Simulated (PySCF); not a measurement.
Two-component Hartree-Fock for I⁴³⁺ (iodine, charge +43)

Start: [Ne]. Calculated with PySCF 2.14 in an uncontracted even-tempered set (17 s from 22 bohr⁻², ratio 2.4; 13 p from 29 bohr⁻², ratio 2.4; 5 d from 110 bohr⁻², ratio 2.6; 4 f from 160 bohr⁻², ratio 2.6): generalised Hartree-Fock with the X2C-1e Hamiltonian and a Gaussian nucleus; one run each with spin-orbit coupling (SO) switched off, then screened by Boettger's factors.

```json
{"spinor shell": "1s1/2", "electrons": "2", "ε, spin-free (eV)": "-36242.9", "ε, screened SO (eV)": "-36240.4", "weight of nominal j (screened SO)": "1.000", "rms radius, screened SO (bohr)": "0.0311"}
{"spinor shell": "2s1/2", "electrons": "2", "ε, spin-free (eV)": "-7957.1", "ε, screened SO (eV)": "-7956.4", "weight of nominal j (screened SO)": "1.000", "rms radius, screened SO (bohr)": "0.124"}
{"spinor shell": "2p1/2", "electrons": "2", "ε, spin-free (eV)": "-7443.5", "ε, screened SO (eV)": "-7660.1", "weight of nominal j (screened SO)": "1.000", "rms radius, screened SO (bohr)": "0.107"}
{"spinor shell": "2p3/2", "electrons": "4", "ε, spin-free (eV)": "-7443.5", "ε, screened SO (eV)": "-7346.5", "weight of nominal j (screened SO)": "1.000", "rms radius, screened SO (bohr)": "0.112"}
```

```
   quantity    spin-free  screened SO
E (hartree)  -5343.14717  -5344.92302
        M_J            0            0
       ⟨J²⟩        0.000        0.000
       ⟨L²⟩        0.000        0.008
       ⟨S²⟩        0.000        0.008
```

Breit and QED terms are absent; they matter most for the inner s and p1/2 levels.

Densities and radii are taken from the X2C orbitals without a picture-change correction, which distorts them close to the nucleus.

Without spin-orbit coupling the j labels of p, d and f shells carry no meaning; the spin-free column gives the mean over the occupied spinors of each nl shell.
